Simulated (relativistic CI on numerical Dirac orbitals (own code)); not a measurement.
# Spin-allowed bands of a d8 ion in a tetrahedral site, by hand

Problem. Take Δ = 3250 cm⁻¹ and B = 480 cm⁻¹ for a d8 ion in a tetrahedral site. Calculate the three spin-allowed bands.

Working.
1. The terms of highest spin are 3F (energy 0) and 3P (15B = 7200 cm⁻¹). Here the F term splits into A2 at +1.2Δ = 3900, T2 at +0.2Δ = 650 and T1 at −0.6Δ = -1950 cm⁻¹.
2. The two T1 states mix through the element 0.4Δ: H = [[-1950, 1300], [1300, 7200]], with roots ½(H₁₁ + H₂₂) ∓ ½√[(H₂₂ − H₁₁)² + 4H₁₂²] = ½(5250) ∓ ½(9512) = -2131 and 7381 cm⁻¹.
3. The ground term is 3T1 at -2131 cm⁻¹.
4. Bands: 3T2 2781 cm⁻¹ (3596 nm), 3A2 6031 cm⁻¹ (1658 nm), 3T1(P) 9512 cm⁻¹ (1051 nm).

Check. Exact diagonalisation of the whole d8 shell with these parameters gives 3T2 2781, 3A2 6031, 3T1 9512 cm⁻¹. The match is exact, since without spin-orbit coupling no other term has this spin. The ratio of the second band to the first, 2.169, depends on Δ/B = 6.8 alone, which is how a Tanabe-Sugano diagram is read.
